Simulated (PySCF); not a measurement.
The group X on SiH2(OH)-X is varied. All species are isolated molecules in the gas phase. One relaxed conformer stands for each flexible species; it need not be the lowest. Strings in code marks are SMILES.

Level of theory: PBE0-D4/def2-TZVP (PySCF). All candidates: neutral, multiplicity 1. Delta-SCF ions had no search for a lower state. Excitations are Tamm–Dancoff values on a coarser integration grid. The basis has no diffuse functions, so Rydberg states are missing or too high.

The S1 excitation (TDA) is 5.71 eV, the vertical ionisation energy (Delta-SCF) is 9.80 eV and the T1 excitation (TDA) comes out as 4.84 eV.

Task: Which member has these values?
(A) `CC#C[SiH2]O`
(B) `N#CC[SiH2]O`
(C) `CS[SiH2]O` (C–S–Si–O torsion 152°, S–Si–O–H torsion -50°)
(D) `CC(=O)[SiH2]O` (O–C–Si–O torsion 0°, C–Si–O–H torsion 0°)

Result: A, `CC#C[SiH2]O`. The others give `N#CC[SiH2]O`: 7.32 eV, 10.87 eV, 6.23 eV; `CS[SiH2]O` (C–S–Si–O torsion 152°, S–Si–O–H torsion -50°): 5.38 eV, 9.16 eV, 4.97 eV; `CC(=O)[SiH2]O` (O–C–Si–O torsion 0°, C–Si–O–H torsion 0°): 3.70 eV, 9.36 eV, 2.93 eV
